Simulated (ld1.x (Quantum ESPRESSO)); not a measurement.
# u(r) = r·R(r): atom against pseudo-atom (Zr (Z = 40))

Columns: radius, all-electron u(r) and pseudo u(r) of the 4p shell (level -32.50 eV) of zirconium in the configuration [Ar] 3d10 4s2 4p6 4d2 5s2 5p0; LDA (PZ), scalar-relativistic, TM scheme, ld1.x (Quantum ESPRESSO) 7.5.

```json
{"r (bohr)": "0.145", "all-electron": "0.1287", "pseudo": "0.0326"}
{"r (bohr)": "0.290", "all-electron": "-0.4592", "pseudo": "0.1262"}
{"r (bohr)": "0.435", "all-electron": "-0.3721", "pseudo": "0.2690"}
{"r (bohr)": "0.580", "all-electron": "0.0480", "pseudo": "0.4422"}
{"r (bohr)": "0.725", "all-electron": "0.4644", "pseudo": "0.6217"}
{"r (bohr)": "0.870", "all-electron": "0.7566", "pseudo": "0.7802"}
{"r (bohr)": "1.015", "all-electron": "0.9138", "pseudo": "0.8927"}
{"r (bohr)": "1.160", "all-electron": "0.9639", "pseudo": "0.9436"}
{"r (bohr)": "1.305", "all-electron": "0.9411", "pseudo": "0.9323"}
{"r (bohr)": "1.450", "all-electron": "0.8748", "pseudo": "0.8730"}
{"r (bohr)": "1.595", "all-electron": "0.7866", "pseudo": "0.7865"}
{"r (bohr)": "1.740", "all-electron": "0.6908", "pseudo": "0.6908"}
{"r (bohr)": "1.885", "all-electron": "0.5963", "pseudo": "0.5963"}
{"r (bohr)": "2.030", "all-electron": "0.5080", "pseudo": "0.5080"}
{"r (bohr)": "2.175", "all-electron": "0.4286", "pseudo": "0.4286"}
{"r (bohr)": "2.320", "all-electron": "0.3588", "pseudo": "0.3588"}
{"r (bohr)": "2.465", "all-electron": "0.2985", "pseudo": "0.2985"}
{"r (bohr)": "2.610", "all-electron": "0.2471", "pseudo": "0.2471"}
{"r (bohr)": "2.755", "all-electron": "0.2038", "pseudo": "0.2038"}
{"r (bohr)": "2.900", "all-electron": "0.1675", "pseudo": "0.1675"}
{"r (bohr)": "3.045", "all-electron": "0.1373", "pseudo": "0.1373"}
{"r (bohr)": "3.190", "all-electron": "0.1123", "pseudo": "0.1123"}
{"r (bohr)": "3.335", "all-electron": "0.0916", "pseudo": "0.0916"}
{"r (bohr)": "3.480", "all-electron": "0.0746", "pseudo": "0.0746"}
{"r (bohr)": "3.625", "all-electron": "0.0607", "pseudo": "0.0607"}
{"r (bohr)": "3.770", "all-electron": "0.0493", "pseudo": "0.0493"}
```

(1) How many radial nodes do the two functions have?

(2) At about which radius was the pseudo-wave matched?

(3) Where does each function peak?

(4) Is the pseudo-wave norm-conserving?

Answers

(1) The all-electron 4p function has n − l − 1 = 2; the pseudo-wave has 0, since the states of the same l below it are removed with the core.

(2) 1.75 bohr. The columns agree to 0.0005 from 1.59 bohr on; several derivatives are matched, so the curves merge somewhat inside the radius.

(3) Outermost all-electron maximum near 1.16 bohr, pseudo maximum near 1.16 bohr (to the table’s step).

(4) Yes: the TM scheme keeps the norm inside the radius equal to the all-electron one, which fixes the energy derivative of the logarithmic derivative at the level.
